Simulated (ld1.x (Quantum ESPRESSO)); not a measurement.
**calcium (Ca): excitation energies, all-electron against TM**

ld1.x (Quantum ESPRESSO) 7.5 input, shortened:

```
&input
   title='Ca', zed=20., rel=1, dft='PZ', iswitch=3,
   config='[Ar] 3d0 4s1.75 4p0.25'
 /
 &inputp
   pseudotype=2, tm=.true., lloc=0,
   nlcc=.false.
 /
3
3P  2  1   6.00   0.00  2.05  2.05  0.0
3D  3  2   0.00   0.00  3.40  3.40  0.0
4S  1  0   1.75   0.00  2.75  2.75  0.0
 &test
   configts(1)='3p6 3d0 4s1.75 4p0.25'
 /
```

Occupied shells without a wave of their own: 4p. They enter only through the test configuration that unscreens the potential.

Energies are relative to the spin-unpolarised reference configuration 3p6 3d0 4s1.75 4p0.25; without spin polarisation the order of configurations can differ from experiment. Spin-polarised rows fill each open shell by Hund’s rule, majority spin first. The frozen-core shift is the all-electron ΔE with the core orbitals held at their reference shape minus the fully relaxed ΔE.

```tsv
valence configuration	charge	ΔE all-electron (eV)	error AE − PS (meV)	frozen-core shift (meV)
3p6 3d0 4s2 4p0	0	-0.610	+87	0.0
3p6 3d0 4s0 4p0	+2	17.803	+298	+6.0
3p6 3d1 4s1 4p0	0	1.632	+112	+11
3p6 3d1 4s0 4p0	+1	7.189	+227	+17
3p6 3d0 4s1.5 4p0	+0.5	1.956	+130	+0.1
3p6 3d0 4s1.75 4p0.25 (spin-polarised)	0	-0.026	-1.9	0.0
3p6 3d0 4s1 4p0 (spin-polarised)	+1	5.645	+182	+0.8
```

**Question.** What are ΔE and the potential's error for 3p6 3d0 4s0 4p2?

**Answer.** ΔE = 4.507 eV all-electron; the error (AE − PS) is -874 meV.

**Question.** What are ΔE and the potential's error for 3p6 3d0 4s1 4p0?

**Answer.** ΔE = 5.852 eV all-electron; the error (AE − PS) is +179 meV.

The 4p level has no wave, so the channel is fitted at the deeper level alone: the likely source of the large errors.

The potential misses its own reference levels by up to 0.4 eV.
